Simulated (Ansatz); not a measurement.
One change: `C[N](C)[SnH]([N](C)C)[N](C)C` becomes `C[N](C)[Sn]([F])([N](C)C)[N](C)C`.

Ansatz, PBE0-D4/def2-TZVP geometries, multiplicity 1. Each molecule was computed in one conformer, which needn't be the lowest.

Elements past krypton have def2 core potentials.

```tsv
property	`C[N](C)[SnH]([N](C)C)[N](C)C`
HOMO energy (PBE0/def2-TZVPP) / eV	-5.71
LUMO energy (PBE0/def2-TZVPP) / eV	0.41
size of the dipole moment (ωB97M-V/def2-TZVPP) / D	0.50
HOMO energy (PBE/def2-TZVPP) / eV	-4.45
HOMO–LUMO gap (PBE/def2-TZVPP) / eV	3.83
HOMO energy (B3LYP/def2-TZVPP) / eV	-5.51
```

Problem. What does the change do to each property? (Estimate.)

Solution. Computed: 
```csv
property,`C[N](C)[Sn]([F])([N](C)C)[N](C)C`,shift
HOMO energy (PBE0/def2-TZVPP) / eV,-6.21,-0.50
LUMO energy (PBE0/def2-TZVPP) / eV,-0.50,-0.91
size of the dipole moment (ωB97M-V/def2-TZVPP) / D,2.59,2.09
HOMO energy (PBE/def2-TZVPP) / eV,-4.90,-0.45
HOMO–LUMO gap (PBE/def2-TZVPP) / eV,3.36,-0.47
HOMO energy (B3LYP/def2-TZVPP) / eV,-6.01,-0.50
```

With PBE0 the HOMO falls by 0.50 eV and the LUMO falls by 0.91 eV, so the gap narrows by about 0.41 eV. PBE moves the HOMO by -0.45 eV and ωB97M-V by -0.54 eV. Dipoles are sizes alone; their direction can turn.

B3LYP here is the variant with VWN-RPA as its local correlation; programs differ in this.
